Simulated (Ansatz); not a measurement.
`C[O][AlH][SH]` + `C[S][GeH2][Cl]` → `C[S][GeH]([CH3])[Cl]` + `[OH][AlH][SH]`  (formal exchange of groups at a C–O bond)

Program: Ansatz. Geometries: PBE0-D4/def2-TZVP. ΔE: electronic, gas phase. CBS: MP2 limit from def2 TZ/QZ plus the TZ coupled-cluster correction, frozen cores. DFT in def2-TZVPP. For Ge outer-core shells are correlated without core-valence functions, which leaves a few kJ/mol of doubt a bond. Scalar relativity is left out up to krypton. One conformer a species, not always the lowest.

`C[O][AlH][SH]`:

Z-matrix (Å, degrees):
```
C
O 1 1.394
H 1 1.098 2 112.7
H 1 1.095 2 110.2 3 120.5
H 1 1.095 2 110.1 3 -120.5
Al 2 1.679 1 138.3 3 -1.4
S 6 2.185 2 120.8 1 -0.1
H 6 1.569 2 118.9 1 179.9
H 7 1.345 6 93.5 2 -0.1
```

`C[S][GeH2][Cl]`:

```xyz
9

C    -1.361    0.503    0.557
S     0.208    0.100    1.376
Ge    1.337   -0.616   -0.363
Cl    1.562    0.985   -1.801
H    -1.215    1.273   -0.199
H    -1.813   -0.383    0.111
H    -2.023    0.887    1.332
H     2.734   -1.033    0.103
H     0.572   -1.715   -1.115
```

`C[S][GeH]([CH3])[Cl]`:

Cartesian coordinates in Å:
```
C -1.557 0.825 -1.243
S 0.141 1.450 -1.092
Ge 0.679 0.430 0.793
C 1.038 -1.464 0.564
Cl 2.505 1.367 1.453
H -1.991 1.321 -2.111
H -1.580 -0.252 -1.413
H -2.154 1.077 -0.365
H -0.402 0.711 1.856
H 1.842 -1.591 -0.160
H 1.335 -1.903 1.518
H 0.143 -1.971 0.200
```

`[OH][AlH][SH]`:

Z-matrix (Å, degrees):
```
Al
S 1 2.186
O 1 1.690 2 122.3
H 1 1.569 2 119.3 3 -179.9
H 2 1.344 1 94.2 3 -0.1
H 3 0.955 1 126.2 2 0.1
```

```json
{"level": "r2SCAN0-D4", "ΔE (kJ/mol)": "-91.2"}
{"level": "PBE-QIDH", "ΔE (kJ/mol)": "-94.6"}
{"level": "MP2/def2-SVP", "ΔE (kJ/mol)": "-78.6"}
{"level": "MP2/def2-QZVPP", "ΔE (kJ/mol)": "-104.7"}
```

Problem. What does CCSD(T)/CBS give? (Best estimate.)

Solution. The calculation gave: -96.8 kJ/mol. The listed levels differ from it by 5.6, 2.2, 18.2, -7.9 kJ/mol.

Largest T1 diagnostic among the species: 0.012.

Leaving LDA and LC-ωPBE aside and taking each functional with its dispersion term where it has one, the values, not all of them listed here, spread over 12.5 kJ/mol, from PBE-QIDH to BLYP-D4. In def2-TZVPP, CCSD(T) changes the Hartree–Fock value by −17.9 kJ/mol (the triples alone add −1.5 kJ/mol) and MP2 by −26.9 kJ/mol. At CCSD(T), def2-SVP lies +28.5 kJ/mol from the extrapolated value and def2-TZVPP +2.0 kJ/mol.
